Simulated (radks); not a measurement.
The numbers below are computed, except where a source is named.
Ionisation of Ir+, [Xe] 4f14 5d7 6s1, to Ir2+, [Xe] 4f14 5d7, under several functionals. Dirac Kohn-Sham, spin-unpolarised, spherical densities, finite nucleus; open shells fill j = l - 1/2 first; a radial shooting solver on a logarithmic mesh with Libxc functionals.

functional  E(Ir+) (hartree)  Exc (hartree)  IE (eV)  -e(HOMO) (eV)  <r> HOMO (bohr)  IE error (eV)
HCTH/407         -17864.5355      -359.3406   17.403         13.505            2.724         +0.403
revPBE           -17854.6089      -349.0271   17.268         13.392            2.713         +0.268
PW91             -17855.9769      -350.4091   17.490         13.586            2.709         +0.490
RPBE             -17854.7557      -349.1753   17.259         13.374            2.722         +0.259
PBE              -17854.2366      -348.6485   17.405         13.507            2.711         +0.405

NIST Atomic Spectra Database: 17.0 eV (semi-empirical). Closest: RPBE. The Delta-SCF values span 0.23 eV, the total energies 10.30 hartree. The highest occupied level is 6s1/2. Spin polarisation and multiplet splitting are left out, so open shells lie too high by an amount that depends on their filling.

Beside tabulated values, note that spin-unpolarised runs miss the spin-polarisation part of the exchange energy of open shells.
